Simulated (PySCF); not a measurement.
TaF4Br, SMILES [F][Ta]([F])([F])([F])[Br], multiplicity 1. Geometry optimised at PBE0-D3(BJ)/def2-SVP. The multiplicity is an assumed one; no other spin state was optimised. The structure was generated by enumeration; whether it is a known compound was not checked. The def2 effective core potentials stand for the cores of Ta; spin–orbit coupling is left out.

### Question
Give the equilibrium geometry at PBE0-D3(BJ)/def2-SVP (PySCF confirms it by a frequency run) as a Z-matrix, and its point group. (The exact figures need the calculation; the answer reports its results.)

### Answer
point group C2v.
```
Ta
F 1 1.8637
F 1 1.8637 2 138.62
F 1 1.8737 2 85.59 3 78.21
F 1 1.8737 2 85.59 4 -156.42
Br 1 2.4110 2 110.69 4 101.79
```
Charge 0, spin multiplicity 1.
